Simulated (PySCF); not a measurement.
This script is equivalent to a calculation on He+ (helium, charge +1).

```python
from pyscf import gto, scf, dft, mp, cc
import basis_set_exchange as bse
mol = gto.M(atom="He 0 0 0", charge=1, spin=1, symmetry="D2h",
            basis=gto.basis.parse(bse.get_basis("jorge-DZP-DKH", elements=["He"], fmt="nwchem", header=False)),
            nucmod="G")
mf = dft.UKS(mol, xc="MN15").sfx2c1e()
mf.irrep_nelec = {'Ag': (1, 0)}
mf.kernel()
```

What total energy does it give?

-1.997 hartree (calculated).

Which occupied shell lies highest, and where?

1s α, at -45.465 eV.

What is ⟨S²⟩, and what would a pure spin state give?

0.750, against 0.75.

For one electron the Hartree and exchange-correlation energies should cancel; what remains is the self-interaction error.
